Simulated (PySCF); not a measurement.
PySCF 2.14 output of a UHF calculation on a single atom or ion in def2-TZVP, with no relativity, point nucleus:

```
SCF conv_tol = 1e-09
number electrons alpha = 18  beta = 17
cycle= 1 E= -2751.52104816804  delta_E= -0.00579  |g|= 0.0313  |ddm|= 0.0582
cycle= 2 E= -2751.52167015503  delta_E= -0.000622  |g|= 0.0111  |ddm|= 0.0192
cycle= 3 E= -2751.52176119637  delta_E= -9.1e-05  |g|= 0.000611  |ddm|= 0.011
cycle= 4 E= -2751.52176150991  delta_E= -3.14e-07  |g|= 0.0002  |ddm|= 0.000981
cycle= 5 E= -2751.52176152987  delta_E= -2e-08  |g|= 5.91e-05  |ddm|= 0.000243
cycle= 6 E= -2751.52176153311  delta_E= -3.25e-09  |g|= 8.85e-06  |ddm|= 0.000144
cycle= 7 E= -2751.52176153319  delta_E= -7.32e-11  |g|= 1.14e-06  |ddm|= 2.38e-05
converged SCF energy = -2751.52176153319  <S^2> = 0.75802343  2S+1 = 2.0080074
```

The run itself started from symmetry-adapted Hartree-Fock orbitals and held the occupation by maximum overlap, so the iterations belong to that start.

Question: Which element, charge and spin multiplicity is this?

Answer: Kr+ (krypton, charge +1), multiplicity 2; the state was [Ar] 3d10 4s2 4p5, 2P determinant.
